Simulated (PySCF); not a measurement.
## Polarisability and C₆ of Sc²⁺ (scandium, charge +2)

[Ar] 3d1, 2D determinant. All numbers are calculated (PySCF 2.14, the spin-free X2C one-electron Hamiltonian (Gaussian nucleus), in ANO-RCC-VTZP (6s5p3d2f1g, 59 functions)). Coupled (time-dependent) response in atomic units; α is the mean over directions. The basis has no added diffuse functions, which lowers α and C₆.

| method | mean α (bohr³) | α xx, yy, zz | C₆ (like pair) | S(−4) |
| --- | --- | --- | --- | --- |
| M06 | 4.989 | 5.971, 5.971, 3.026 | 14.15 | 40.27 |

S(−4) is the Cauchy moment in α(ω) = α(0) + S(−4) ω² + …

α(iu) at M06:

```json
{"u (hartree)": "0", "α(iu) (bohr³)": "4.989"}
{"u (hartree)": "0.0500", "α(iu) (bohr³)": "4.893"}
{"u (hartree)": "0.100", "α(iu) (bohr³)": "4.654"}
{"u (hartree)": "0.200", "α(iu) (bohr³)": "4.087"}
{"u (hartree)": "0.300", "α(iu) (bohr³)": "3.645"}
{"u (hartree)": "0.500", "α(iu) (bohr³)": "3.067"}
{"u (hartree)": "0.750", "α(iu) (bohr³)": "2.552"}
{"u (hartree)": "1.00", "α(iu) (bohr³)": "2.128"}
{"u (hartree)": "1.50", "α(iu) (bohr³)": "1.482"}
{"u (hartree)": "2.00", "α(iu) (bohr³)": "1.056"}
{"u (hartree)": "3.00", "α(iu) (bohr³)": "0.5919"}
{"u (hartree)": "5.00", "α(iu) (bohr³)": "0.2540"}
```

A single London oscillator, α(iu) = α/(1 + u²/ω²), gives C₆ = (3/4) ω α². Matching the computed C₆ needs ω = 4 × 14.15 / (3 × 4.989²) = 0.758 hartree.

For an ion, C₆ is the dispersion term alone; charge-induced terms of lower order in 1/R come first.

The components differ because the open shell of this determinant is not spherical; for a pure term their mean is the scalar polarisability.
